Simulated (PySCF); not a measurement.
C2H5BO3, SMILES C1OB(O)CO1. Geometry optimised at PBE-D3(BJ)/def2-SVP. The structure was generated by enumeration, and PubChem lists no compound with its InChIKey, so it may never have been made. Other conformers were not sampled.

Problem. Give the equilibrium geometry at PBE-D3(BJ)/def2-SVP (PySCF confirms it by a frequency run) as bond lengths and angles. (The exact figures need the calculation; the answer reports its results.)

Solution. This is not unique; one that fits is 
Atoms: O1 B2 C3 O4 C5 O6 H7 H8 H9 H10 H11. Bonds (Å): O1–B2 1.359, O1–H7 0.975, B2–C3 1.587, B2–O6 1.379, C3–O4 1.443, C3–H8 1.120, C3–H9 1.109, O4–C5 1.401, C5–O6 1.433, C5–H10 1.111, C5–H11 1.122. Bond angles (°): B2–O1–H7 111.6, O1–B2–C3 128.5, O1–B2–O6 123.8, C3–B2–O6 107.7, B2–C3–O4 100.9, B2–C3–H8 112.6, B2–C3–H9 115.9, O4–C3–H8 111.5, O4–C3–H9 108.6, H8–C3–H9 107.2, C3–O4–C5 107.1, O4–C5–O6 108.8, O4–C5–H10 109.0, O4–C5–H11 112.2, O6–C5–H10 109.9, O6–C5–H11 107.6, H10–C5–H11 109.4, B2–O6–C5 107.1.
